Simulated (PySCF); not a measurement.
Compound: C5H11OSi (doublet state).
Geometry (GFN2-xTB, Å), atoms numbered from 1 in this order:
```xyz
18
C5H11OSi angstrom
C     -3.5103   -0.2155    0.3781
C     -2.5700    0.4362   -0.2834
O     -1.2838    0.0877   -0.4006
Si    -0.4369   -1.1977    0.1588
C      1.2632   -0.8331   -0.4536
C      1.6909    0.3595   -1.2157
C      2.7905    1.1445   -0.4865
H     -3.2975   -1.1309    0.9006
H     -4.5168    0.1561    0.4116
H     -2.7847    1.3599   -0.8119
H     -0.9973   -2.4408   -0.3931
H     -0.5205   -1.2602    1.6272
H      2.0526   -1.5273   -0.2023
H      2.0977    0.0419   -2.1852
H      0.8370    1.0107   -1.4022
H      3.6526    0.5093   -0.2946
H      3.1092    1.9924   -1.0887
H      2.4155    1.5136    0.4649
```

The hyperfine couplings belong to this conformer and change with its torsions.

The species is `C=CO[SiH2][CH]CC` [radical].

Computed, not measured: UKS B3LYP, pcH-1 on C H O Si, non-relativistic, mean-field spin-orbit, GIAO in PySCF 2.14.0. One conformer (not necessarily the lowest) at the GFN2-xTB geometry, without solvent, vibrations or thermal averaging. A GFN2-xTB geometry isn't a minimum of the functional, and hyperfine couplings can be far from their values at a DFT geometry. No stability test was run, so a lower SCF solution isn't excluded.

(1) Match the computed a_iso(13C) values +79.2, +62.9, -29.0, -1.3 MHz with the sites C2; C5; C6; C7.

Answers

(1) 
```csv
site,a_iso (MHz),ρ(0) (bohr⁻³),position,distance from C5 (Å),spin population,largest |T| (MHz)
C2,-1.3,-0.0011,3 bonds from C5,4.04,0.00,0.6
C5,+79.2,+0.0705,largest spin population,0.00,+1.01,149.3
C6,-29.0,-0.0258,1 bond from C5,1.48,-0.08,2.7
C7,+62.9,+0.0559,2 bonds from C5,2.50,+0.03,8.9
```

ρ(0) is the spin density at the nucleus and T the dipolar tensor; a_iso includes a spin–orbit part; entries for several nuclei are means. The largest Mulliken spin populations are on C5 (+1.01) and C6 (-0.08). No atom but C5 exceeds +0.15. The positive populations add up to 1.16 and the negative ones to -0.16, together 2S = 1. The angles at C5 add up to 359.9°, so it is planar; its axial dipolar tensor and the negative coupling of its proton fit spin in a p orbital normal to that plane.

Examples of negative spin density at the nucleus (bohr⁻³): Si4 (-0.0604), C6 (-0.0258) and H13 (-0.0123).

Class means assume fast exchange of nuclei equivalent by connectivity; if that motion is slow, each nucleus keeps its own coupling. The three 1H nuclei of mean +1.6 MHz run from -3.7 to 10.9 MHz in the frozen geometry. The 1H value of +57.9 MHz is a mean of couplings from 2.8 to 113.0 MHz in this one geometry, not an average over conformers.
